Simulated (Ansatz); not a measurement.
`CB(C)O`. Total charge 0; spin multiplicity 1.

Cartesian coordinates in Å:
```
C -0.2674 0.6446 1.3200
B -0.3725 0.0337 -0.1216
C 0.8762 -0.5777 -0.8632
O -1.6012 0.0570 -0.7128
H -1.1560 1.2088 1.6083
H -0.1351 -0.1645 2.0485
H 0.6121 1.2865 1.4274
H 0.6364 -1.1408 -1.7702
H 1.5564 0.2326 -1.1517
H 1.4562 -1.2286 -0.2023
H -1.6053 -0.3515 -1.5823
```

Q: List the harmonic frequencies (cm⁻¹, unscaled) at PBE0-D4/def2-TZVP in Ansatz. (Estimate.)

A: Computed: 66, 82, 301, 390, 402, 608, 721, 772, 802, 913, 958, 991, 1233, 1310, 1356, 1371, 1446, 1448, 1465, 1481, 3032, 3038, 3097, 3101, 3116, 3139, 3870.

Q: Is this a minimum?

A: Yes, all 27 modes are real.

Q: Give the ideal-gas thermochemistry at 298.15 K and 1 bar (rigid rotor, harmonic oscillator; point group C1, symmetry number 1).

A: Zero-point energy 242.3 kJ/mol; H(298) − E = 260.7 kJ/mol; entropy 317.4 J/(mol·K), of which translation 159.5, rotation 102.8, vibration 55.1; G(298) − E = 166.1 kJ/mol. Modes under 100 cm⁻¹ are hindered rotations or soft bends, so the harmonic entropy is rough.

Q: And at 400, 500, 600, 800 and 1000 K?

A: 
```tsv
T (K)	H − E (kJ/mol)	S (J/mol/K)	G − E (kJ/mol)
400	271.1	347.3	132.2
500	283.3	374.4	96.1
600	297.2	399.6	57.4
800	328.8	445.0	-27.2
1000	364.5	484.7	-120.2
```
